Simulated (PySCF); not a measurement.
Species: C8H16Si.
Atom-mapped SMILES: `[CH2:1]1[CH2:2][CH2:3][Si:4]2([CH2:5]1)[CH2:6][CH2:7][CH2:8][CH2:9]2` (hydrogens: H10, H11 on C1; H12, H13 on C2; H14, H15 on C3; H16, H17 on C5; H18, H19 on C6; H20, H21 on C7; H22, H23 on C8; H24, H25 on C9)

The same species was optimised twice, with GFN2-xTB and with PBE0-D3(BJ)/def2-SVP (PySCF), and the same property calculations (PySCF, gas phase) were run on both structures.

```csv
coordinate,GFN2-xTB,PBE0-D3(BJ)/def2-SVP,change
C1–C5 (Å),1.527,1.537,+0.010
C8–C9 (Å),1.527,1.537,+0.010
C2–C3 (Å),1.527,1.537,+0.010
C6–C7 (Å),1.528,1.537,+0.009
C7–C8 (Å),1.525,1.532,+0.007
C1–C2 (Å),1.525,1.532,+0.007
Si4–C9 (Å),1.908,1.902,-0.006
Si4–C5 (Å),1.908,1.902,-0.006
Si4–C6 (Å),1.908,1.902,-0.006
C3–Si4 (Å),1.908,1.902,-0.006
C5–Si4–C9 (°),118.5,117.2,-1.3
C3–Si4–C6 (°),118.5,117.2,-1.3
C5–Si4–C6 (°),116.6,117.3,+0.7
C3–Si4–C9 (°),116.6,117.3,+0.7
C3–Si4–C5 (°),94.3,94.8,+0.5
C6–Si4–C9 (°),94.3,94.8,+0.5
Si4–C9–C8 (°),103.4,103.8,+0.4
Si4–C6–C7 (°),103.4,103.8,+0.4
```

Rotational constants: A = 2856, B = 886.4, C = 851.3 MHz (GFN2-xTB) against A = 2838, B = 865.3, C = 864.9 MHz (PBE0-D3(BJ)/def2-SVP). Some torsions differ by more than 30° (Si4–C6–C7–C8 -38° against 37°; C6–C7–C8–C9 53° against -50°; C7–C8–C9–Si4 -39° against 37°), so the changes below aren't those of bond lengths and angles alone. Point groups within 0.08 Å: D2 and S4. Atoms that the bonding makes alike are paired by their places after alignment.

On the GFN2-xTB structure: HOMO (eV) -7.73 [PBE0/pcSseg-1]; LUMO (eV) 1.35 [PBE0/pcSseg-1]; GIAO shielding of C1/C2/C7/C8 (mean) (ppm) 155.3 [PBE0/pcSseg-1]; GIAO shielding of C3/C5/C6/C9 (mean) (ppm) 171.7 [PBE0/pcSseg-1]; GIAO shielding of Si4 (ppm) 313.3 [PBE0/pcSseg-1].

Q: What do these properties become on the PBE0-D3(BJ)/def2-SVP structure?

A: 
```
                                    property          level  on GFN2-xTB  on PBE0-D3(BJ)/def2-SVP  change
                                   HOMO (eV)  PBE0/pcSseg-1        -7.73                    -7.70   +0.03
                                   LUMO (eV)  PBE0/pcSseg-1         1.35                     1.32   -0.03
energy, GFN2-xTB geometry as zero (kcal/mol)  PBE0/pcSseg-1          0.0                     -0.9    -0.9
  GIAO shielding of C1/C2/C7/C8 (mean) (ppm)  PBE0/pcSseg-1        155.3                    153.8    -1.5
  GIAO shielding of C3/C5/C6/C9 (mean) (ppm)  PBE0/pcSseg-1        171.7                    169.7    -2.0
                 GIAO shielding of Si4 (ppm)  PBE0/pcSseg-1        313.3                    314.4    +1.1
```

The heavy atoms differ by 0.306 Å rms after alignment. Among bonds between heavy atoms C1–C5, C2–C3, C6–C7 and C8–C9 change most and about equally (+0.009 to +0.010 Å). Changes are differences of the printed values. Neither structure is proved a minimum here.
